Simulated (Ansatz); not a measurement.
```yaml
crystal:
  periodic: [false, false, false]
  atoms:
    - {symbol: C, position_ang: [-0.774806, 0.112522, -0.420854]}
    - {symbol: C, position_ang: [0.639056, 0.633221, -0.016639]}
    - {symbol: Ga, position_ang: [0.251242, -1.153751, 0.631705]}
    - {symbol: H, position_ang: [-0.933098, -0.063384, -1.482110]}
    - {symbol: H, position_ang: [-1.620963, 0.634082, 0.019750]}
    - {symbol: H, position_ang: [0.658862, 1.471245, 0.675894]}
    - {symbol: H, position_ang: [1.345375, 0.780986, -0.829905]}
    - {symbol: H, position_ang: [0.526432, -2.472020, 1.366259]}
basis:
  gaussian: {orbitals: ANO-RCC-VTZP}
hamiltonian: {xc: {name: PBE0-DH}, pseudopotentials: {relativity: none}}
kpoints: {mp_grid: {grid: [2, 2, 2]}}
output: {forces: true}
```

```sh
$ ansatz run in.yaml --threads 2 --pin off --events-out ev --progress --plain --max-ram 4352MiB
```

It prints (some lines left out):

```
Error: invalid value for `basis.gaussian`: such a run doesn't read kpoints; remove what it names
```

Task: Something in this input is off. What?

Result: The input holds a key that doesn't belong there. The program refused the input.
